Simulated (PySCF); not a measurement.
# How methods differ on the excitation energy of Ga

Ga [Ar] 3d10 4s2 4p1 (2P) → Ga [Ar] 3d10 4s2 4d1 (2D), as a difference of total energies. Computed with PySCF 2.14 in aug-cc-pVQZ-PP with ECP10MDF, with a scalar-relativistic core potential. Correlated levels: valence: 3s2 3p6 3d10 frozen. The calculations carry no spin-orbit coupling.

```tsv
method	excitation energy (eV)	error (eV)
UHF	4.217	-0.028
MP2 (valence)	4.319	+0.074
SCS-MP2 (valence)	4.321	+0.076
CCSD (valence)	4.279	+0.034
CCSD(T) (valence)	4.266	+0.021
```

Reference: 4.245 eV (measured; NIST levels, between the centres of gravity of the two terms).

Errors of the correlated levels include the incompleteness of this basis and the frozen core.

The coupled-cluster amplitudes are large for the upper state (T1 above 0.03 or a double amplitude above 0.15), so a single reference is strained.
